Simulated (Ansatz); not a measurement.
System: CCl, charge 0, multiplicity 2. 
Coordinates optimised at B3LYP-D3(BJ)/def2-TZVP (Ansatz, a quantum-chemistry and plane-wave program):
```
C
Cl 1 1.6564
```
Charge 0, spin multiplicity 2.

Basis-set convergence of Hartree-Fock and CCSD correlation energies (hartree) with Ansatz. Correlated levels leave the core frozen unless marked. Open shells are spin-unrestricted. No spin-orbit coupling. No relativistic terms.

```tsv
basis	functions	E(HF)	E(corr, CCSD)
aug-cc-pV(D+d)Z	55	-497.24192	-0.26694
aug-cc-pV(T+d)Z	101	-497.26166	-0.32905
aug-cc-pV(Q+d)Z	169	-497.26693	-0.34930
```

Extrapolating the two largest sets (X = 3 and 4) as X^-3: E(corr) = (64·(-0.34930) - 27·(-0.32905))/37 = -0.3641 Eh, an estimate of the basis-set limit. The largest set recovers 95.9 % of it, the smallest 73.3 %.
